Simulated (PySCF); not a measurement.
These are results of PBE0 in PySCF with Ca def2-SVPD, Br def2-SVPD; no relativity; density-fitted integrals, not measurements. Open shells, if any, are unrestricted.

Problem. What shape and geometry does isolated singlet [CaBr3]- take (every ligand bound to Ca)?

Solution. Counting electrons, calcium keeps none of its valence electrons outside its bonds, so the VSEPR class is AX3 and the expected shape is trigonal planar (D3h), as computed. The lowest minimum found is a singlet of D3h symmetry with Ca–Br 2.708 Å (×3); Br–Ca–Br 120.0° (×3). Its harmonic wavenumbers are 47 (e'), 80 (a2''), 146 (a1'), 270 (e') cm⁻¹ and its dipole moment is 0.00 D about the centre of mass.

This need not be the most stable arrangement of these atoms. The lowest empty level of this anion is unbound, so it and the gap depend on the basis.
